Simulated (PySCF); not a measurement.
A structure optimised at B3LYP-D3(BJ)/def2-TZVP, used in a PySCF frequency run:

```xyz
5

Hf     0.0000     0.0000     1.1080
I      0.0000     0.0000    -1.6047
H     -1.4931     0.8620     1.7582
H      0.0000    -1.7240     1.7582
H      1.4931     0.8620     1.7582
```
Charge 0, spin multiplicity 1.

Problem. Write its SMILES, formula and point group.

Solution. [I][HfH3], H3HfI, C3v

Problem. What are its rotational constants (standard atomic weights)?

Solution. 56.227, 0.90286, 0.90286 GHz
